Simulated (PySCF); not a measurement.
From computed data to an observable: chemical shift, span and skew from a shielding tensor

Al(H)2(PH2) (AlH₄P), SMILES [PH2][AlH2]. Atoms are numbered in the order given.

```xyz
6

Al     1.1976    -0.0105     0.0000
H      1.9836     0.0148    -1.3892
H      1.9836     0.0148     1.3892
P     -1.1333     0.1194     0.0000
H     -1.2682    -0.8420    -1.0513
H     -1.2682    -0.8420     1.0513
```

Coordinates come from a PBE-D3(BJ)/def2-TZVP optimisation.

GIAO shieldings from PBE0/pcSseg-2 (PySCF), non-relativistic, no solvent. The symmetric part of the tensor of P4 has the principal values 544.4, 563.9, 636.3 ppm. The same nucleus in PH3 has σ = 579.7 ppm at this level (PySCF, at its B3LYP-D3(BJ)/def2-TZVP geometry).

Question: Work out the isotropic shielding, the ³¹P shift against PH3, the span and the skew.

Answer: 
σ(iso) = (σ11 + σ22 + σ33)/3 = 581.5 ppm. δ = σ(ref) − σ(iso) = 579.7 − (581.5) = -1.8 ppm.
Span Ω = σ33 − σ11 = 91.9 ppm. Skew κ = 3(σ(iso) − σ22)/Ω = 0.58. Tumbling in solution averages the tensor to δ; in a static solid the shielding alone would spread this spin-1/2 line over Ω.
